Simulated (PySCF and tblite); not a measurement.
Values are calculated unless marked as measured or tabulated.
C6H7N, numbered as in [CH3:1][c:2]1[cH:3][cH:4][cH:5][cH:6][n:7]1.

Conformers came from 45 starts (ETKDG, MMFF94s, GFN2-xTB); geometries are GFN2-xTB. Energies: PBE0-D3(BJ)/def2-SVP (IEF-PCM, cyclohexane), with GFN2-xTB thermal terms (modes under about 100 cm⁻¹ blended into free rotors). Symmetry numbers and mirror images are counted. Conformers within 2.5 kcal/mol (GFN2-xTB free energy) were kept, 5 at most. GIAO shieldings: KT3/pcSseg-1 (IEF-PCM, cyclohexane). Shifts are against TMS (¹H), TMS (¹³C) at the same level. Programs: PySCF with density fitting and tblite.

Q: Predict the averaged NMR shifts at 298.15 K.

A: ¹H: 8.51 (H6, 1H), 7.63 (H4, 1H), 7.20 (H3, 1H), 6.97 (H5, 1H), 2.67 (H1, 3H) ppm. ¹³C: 151.3 (C2), 142.2 (C6), 129.2 (C4), 117.5 (C3), 115.2 (C5), 27.3 (C1) ppm.

Shifts are unscaled: against experiment ¹³C can be off by 15 ppm or more and ¹H by 0.8 ppm.
